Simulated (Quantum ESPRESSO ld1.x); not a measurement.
Q: Sr3+, 35 electrons, occupied as [Ar] 3d10 4s2 4p5. All-electron calculation, Dirac Kohn-Sham, PBE, spin-unpolarised, spherical densities, point nucleus; open shells are shared between the two j in proportion to 2j + 1. Program: ld1.x of Quantum ESPRESSO 7.5. Some entries of the table are withheld. Estimate them.

orbital     occ.  eigenvalue (eV)  r(max) (bohr)  <1/r> (bohr^-1)
1s1/2          2       -15961.907          0.025            39.00
2s1/2          2        -2187.401          0.145            8.780
2p1/2          2        -1993.401          0.114              (1)
2p3/2          4        -1924.985          0.117              (2)
3s1/2          2         -363.892          0.436            2.936
3p1/2          2         -293.430          0.426            2.826
3p3/2          4         -282.932          0.433            2.745
3d3/2          4         -159.287          0.375            2.523
3d5/2          6         -157.452          0.378            2.502
4s1/2          2          -69.009           1.18            1.016
4p1/2    1.66667          -51.034            (3)           0.9024
4p3/2    3.33333          -49.745            (4)           0.8826
4d3/2          0          -24.652           1.71              (5)
4d5/2          0          -24.529           1.73              (6)
5s1/2          0          -21.964           2.93           0.4196

A: 
(1) 2p1/2 <1/r> (bohr^-1): 8.751
(2) 2p3/2 <1/r> (bohr^-1): 8.411
(3) 4p1/2 r(max) (bohr): 1.28
(4) 4p3/2 r(max) (bohr): 1.31
(5) 4d3/2 <1/r> (bohr^-1): 0.6257
(6) 4d5/2 <1/r> (bohr^-1): 0.6222
